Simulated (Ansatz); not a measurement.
Isolated molecules relaxed with PBE0-D4/def2-TZVP in Ansatz; ΔE leaves out vibrations. CCSD(T)/CBS adds triple-zeta CCSD(T) − MP2 to the extrapolated MP2 energy (def2 sets, frozen cores). This one scheme is used for every species. Functionals use def2-TZVPP. B3LYP here is the variant with VWN-RPA as its local correlation; programs differ in this. For Se outer-core shells are correlated without core-valence functions, which leaves a few kJ/mol of doubt a bond. Scalar relativity is left out up to krypton. Each species was taken in one conformer, which may not be the lowest.

Consider the substitution at a C–N bond: `CC(O)NC=O` + `B[SeH]` → `B[Se]C(C)O` + `NC=O`.

| level | ΔE (kJ/mol) |
| --- | --- |
| PBE0-D4 | -10.4 |
| B3LYP-D4 | -11.1 |
| ωB97M-V | -6.4 |
| PBE | -15.8 |
| r2SCAN | -12.0 |
| SCS-MP2/def2-TZVPP | -9.2 |
| CCSD/def2-TZVPP | -3.6 |
| MP2/CBS(def2) | -16.5 |

Task: What does CCSD(T)/CBS give? (Estimate.)

Result: The calculation gave: -9.8 kJ/mol. The listed levels differ from it by -0.6, -1.3, 3.4, -6.0, -2.2, 0.6, 6.2, -6.7 kJ/mol.

Largest T1 diagnostic among the species: 0.016.

From PBE to PBE0 (25 % exact exchange), in def2-TZVPP and without D4, ΔE moves by +6.6 kJ/mol. In def2-TZVPP, CCSD(T) changes the Hartree–Fock value by −15.4 kJ/mol (the triples alone add −3.2 kJ/mol) and MP2 by −22.1 kJ/mol.
